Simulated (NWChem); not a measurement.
Species: C$_{4}$H$_{6}$; SMILES C#CCC

```xyz
10

C      0.2635    -1.9660     0.0000
C     -0.1565    -0.8298     0.0000
C     -0.6407     0.5462     0.0000
C      0.4772     1.5876     0.0000
H      0.6306    -2.9755     0.0000
H     -1.2910     0.6916     0.8798
H     -1.2910     0.6916    -0.8798
H      0.0569     2.6042     0.0000
H      1.1166     1.4803    -0.8885
H      1.1166     1.4803     0.8885
```
Atoms are numbered in this order, from 1.

Results from NWChem. All runs use the structure optimised with PBE0/def2-SVP.

For level CAM-B3LYP/def2-SVP:

```yaml
highest occupied level (eV): -8.88
orbital gap (eV): 11.25
```

Question: What are these values for level PW6B95/def2-SVP?

Answer: The highest occupied level (eV) is -7.62. The orbital gap (eV) comes out as 8.97.
